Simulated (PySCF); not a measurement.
ClF₂H₃SSi₂, SMILES [SiH](S[SiH2]Cl)(F)F.

Geometry optimised at PBE-D3(BJ)/def2-SVP. This is a generated structure with no PubChem entry under its InChIKey; it may be hypothetical. Other conformers were not sampled.

Two levels are set side by side: PBE/def2-TZVP (PySCF) and CAM-B3LYP/def2-TZVP (PySCF). Same geometry, gas phase. Differences are taken from unrounded values.

| quantity | CAM-B3LYP |
|---|---|
| orbital gap (eV) | 10.13 |
| highest occupied level (eV) | -9.66 |
| lowest empty level (eV) | 0.47 |
| dipole moment (D) | 2.10 |
| mean polarisability (bohr³) | 77.1 |

### Question
What does PBE give, and how far is it from CAM-B3LYP? (An estimate is asked for; the answer gives what the named calculation found.)

### Answer

```tsv
quantity	PBE	PBE minus CAM-B3LYP
orbital gap (eV)	5.64	-4.49
highest occupied level (eV)	-7.12	2.54
lowest empty level (eV)	-1.48	-1.95
dipole moment (D)	1.85	-0.25
mean polarisability (bohr³)	81.3	4.2
```

Without exact exchange PBE keeps part of each electron's self-repulsion, which lifts occupied levels and narrows the gap. Loosely held outer electrons make PBE densities more polarisable. Differences between two approximate levels are no errors against the true value.

Rough cost on one machine, each run with all the roots and properties that it gave: CAM-B3LYP against PBE within a factor of 2.
